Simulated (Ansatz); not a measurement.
CH6AlFOSi can be A, `[CH3][Al]([OH])[SiH2]F`, or B, `[OH][Al]([F])[CH2][SiH3]`.

Program: Ansatz. Geometries: PBE0-D4/def2-TZVP. ΔE: electronic, gas phase. CBS: MP2 limit from def2 TZ/QZ plus the TZ coupled-cluster correction, frozen cores. DFT in def2-TZVPP. B3LYP here is the variant with VWN-RPA as its local correlation; programs differ in this. One conformer a species, not always the lowest.

A:

```xyz
11

C     1.354    0.170   -1.552
Al    0.436    0.349    0.150
O     1.133    1.340    1.341
Si   -1.695   -0.758    0.742
F    -2.099   -0.333    2.250
H     2.276    0.756   -1.572
H     0.722    0.504   -2.382
H     1.611   -0.874   -1.757
H     0.735    1.473    2.200
H    -1.632   -2.249    0.717
H    -2.841   -0.378   -0.135
```

B:

```xyz
11

O    -0.200   -1.507   -2.149
Al    0.773   -0.632   -1.085
F     2.344   -1.090   -0.865
C     0.054    0.883   -0.138
Si   -0.645    0.506    1.553
H     0.092   -2.275   -2.638
H    -0.742    1.323   -0.749
H     0.844    1.633   -0.020
H    -1.742   -0.495    1.446
H     0.412   -0.067    2.430
H    -1.189    1.722    2.215
```

Question: Which is lower in electronic energy at CCSD(T)/CBS, and by how much? (Best estimate.)

Answer: Computed: B, by 19.6 kcal/mol.

Question: Give E(B) − E(A) in kcal/mol with MP2/def2-TZVPP, r2SCAN-D4, B3LYP, PBE-D4, HF/def2-TZVPP, PBE0-D4, B2PLYP. (Best estimate.)

Answer: The calculation gave: MP2/def2-TZVPP -22.1, r2SCAN-D4 -18.8, B3LYP -17.5, PBE-D4 -16.0, HF/def2-TZVPP -18.9, PBE0-D4 -17.2, B2PLYP -19.2. None reverses the order clearly.

Largest T1 diagnostic: 0.012.

From PBE to PBE0 (25 % exact exchange), in def2-TZVPP and without D4, E(B) − E(A) moves by −1.3 kcal/mol. In def2-TZVPP, CCSD(T) changes the Hartree–Fock value by −1.0 kcal/mol (the triples alone add −0.1 kcal/mol) and MP2 by −3.2 kcal/mol.
